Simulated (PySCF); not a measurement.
r2SCAN on Li⁻ (lithium, charge -1), [He] 2s2, closed-shell 1S. Computed with PySCF 2.14 in dyall-av3z (15s9p3d, 57 functions), with the spin-free X2C one-electron Hamiltonian (Gaussian nucleus).

```
cycle= 1 E= -7.49675399335157  delta_E= -0.000779  |g|= 0.00564  |ddm|= 0.107
cycle= 2 E= -7.49678399071508  delta_E= -3e-05  |g|= 0.00499  |ddm|= 0.103
cycle= 3 E= -7.49690755674742  delta_E= -0.000124  |g|= 0.000255  |ddm|= 0.0449
cycle= 4 E= -7.49690780427326  delta_E= -2.48e-07  |g|= 6.84e-05  |ddm|= 0.00577
cycle= 5 E= -7.49690783147906  delta_E= -2.72e-08  |g|= 1.69e-05  |ddm|= 0.00198
cycle= 6 E= -7.49690783363807  delta_E= -2.16e-09  |g|= 1.99e-06  |ddm|= 0.00069
cycle= 7 E= -7.49690783368255  delta_E= -4.45e-11  |g|= 1.74e-07  |ddm|= 0.000132
converged SCF energy = -7.49690783368255  <S^2> = -1.7763568e-15  2S+1 = 1
```

Highest occupied orbital energy: 0.806 eV; ⟨L²⟩ = 0.00; populations by l: s 4.00, p 0.00, d 0.00.

**Question.** Can this result be used?

**Answer.** With care. The run converged. At r2SCAN the highest occupied level has a positive energy, so only the finite basis holds that electron; in a semilocal or global hybrid functional this comes from self-interaction and does not mean that the real anion is unbound.
